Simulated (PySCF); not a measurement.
A structure optimised at PBE-D3(BJ)/def2-SVP, used in a PySCF frequency run:

```
N
C 1 1.2825
H 2 1.1230 1 122.84
Si 1 1.7484 2 130.09 3 0.00
F 4 1.6439 1 112.73 2 0.00
H 4 1.4958 5 108.52 1 118.59
H 4 1.4958 6 112.74 5 -120.24
Si 2 1.9042 3 122.01 1 180.00
F 8 1.6427 2 110.08 3 0.00
H 8 1.4997 9 108.70 2 119.32
H 8 1.4997 10 111.35 9 -119.73
```

Task: Write its SMILES, formula and point group.

Result: F[SiH2]/C=N/[SiH2]F, CH₅F₂NSi₂, Cs

Task: What are its rotational constants (standard atomic weights)?

Result: 7.5053, 0.76610, 0.70724 GHz
